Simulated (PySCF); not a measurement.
Basis set benchmark on one molecule

Molecule: `[Si]([Si](C)(C)C)(Cl)(Cl)Cl`, C3H9Cl3Si2.

Structure with atom numbers: `[CH3:1][Si:2]([CH3:3])([CH3:4])[Si:5]([Cl:6])([Cl:7])[Cl:8]`; H(Xn) means a hydrogen on atom n.

Geometry PBE0-D3(BJ)/def2-SVP throughout; GIAO in PySCF, gas phase, one conformer, non-relativistic; equivalent atoms averaged; functional PBE0.

Reference values (measured; solution; U. Herzog, Habilitationsschrift, TU Bergakademie Freiberg, 2002/2003): δ(Si5) = 17.5 ppm vs TMS, δ(Si2) = -7.2 ppm vs TMS. Computed shifts are taken against TMS, calculated as an isolated molecule at each level.

Q: How do the basis sets STO-3G, pcSseg-0, 6-31G, 6-31G*, cc-pVDZ, def2-SVP, pcSseg-1, aug-cc-pVDZ, 6-311+G(2d,p) perform against the reference? Times are CPU seconds on shared hosts with different chips, so compare them loosely.

A: 
```tsv
basis set	functions	Si5	Si2	mean abs. error Si	core-s
STO-3G	69	56.8	-6.3	20.1	8.3
pcSseg-0	110	111.7	-7.4	47.2	14
6-31G	110	128.3	8.0	63.0	17
6-31G*	150	83.8	-0.7	36.4	26
cc-pVDZ	177	60.3	-1.6	24.2	32
def2-SVP	177	63.4	-4.9	24.1	28
pcSseg-1	216	52.1	-6.9	17.4	58
aug-cc-pVDZ	285	43.0	-3.9	14.4	68
6-311+G(2d,p)	310	42.2	-7.3	12.4	76
```

For 29Si the closest is 6-311+G(2d,p) (12.4 ppm) and the furthest 6-31G (63.0 ppm). Where a smaller basis beats a larger one, errors probably cancel. One molecule is a small sample, and vibrational and solvent effects are absent from the calculation.

A small basis that lands close on one nucleus may do so by chance; judge by the trend and by all nuclei.
